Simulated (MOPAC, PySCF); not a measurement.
HGa, SMILES `[GaH]` (lower singlet), neutral singlet in the gas phase. This singlet lies 2.07 eV below the relaxed triplet at the level composite: frozen-core CCSD(T) with HF/cc-pV5Z and the correlation energy extrapolated as X^-3 from cc-pVQZ and cc-pV5Z, plus CCSDT(Q) minus CCSD(T) in cc-pVTZ // B3LYP-D3(BJ)/def2-TZVP (Ansatz).

Cartesian coordinates (Å):
SMILES: [GaH]
```xyz
2

Ga     0.8445     0.0000     0.0000
H     -0.8445     0.0000     0.0000
```
Charge 0, multiplicity 1.

All levels are single points at this geometry (B3LYP-D3(BJ)/def2-TZVP); Pople sets use spherical d functions. Orbital energies aren't observables, and empty levels follow the basis.

B3LYP/LANL2DZ in PySCF gives HOMO (eV) = -5.67.

Q: Estimate the HOMO (eV) from each of these levels: B3LYP-D3(BJ)/def2-TZVP in PySCF; B3LYP/3-21G in PySCF; B3LYP/6-311+G** (LANL2DZ on Ga) in PySCF; B3LYP/6-31G* in PySCF; M06-2X/6-31G* in PySCF; PBE/6-31G* in PySCF; SVWN5/6-31G* in PySCF; HF/STO-3G in PySCF; AM1 in MOPAC; PM3 in MOPAC; PM6 in MOPAC; PM7 in MOPAC.

A: 
```tsv
level	HOMO (eV)
B3LYP-D3(BJ)/def2-TZVP in PySCF	-5.82
B3LYP/3-21G in PySCF	-5.51
B3LYP/6-311+G** (LANL2DZ on Ga) in PySCF	-5.65
B3LYP/6-31G* in PySCF	-5.81
M06-2X/6-31G* in PySCF	-6.76
PBE/6-31G* in PySCF	-4.99
SVWN5/6-31G* in PySCF	-5.07
HF/STO-3G in PySCF	-3.15
AM1 in MOPAC	-11.86
PM3 in MOPAC	-8.52
PM6 in MOPAC	-9.12
PM7 in MOPAC	-7.96
```
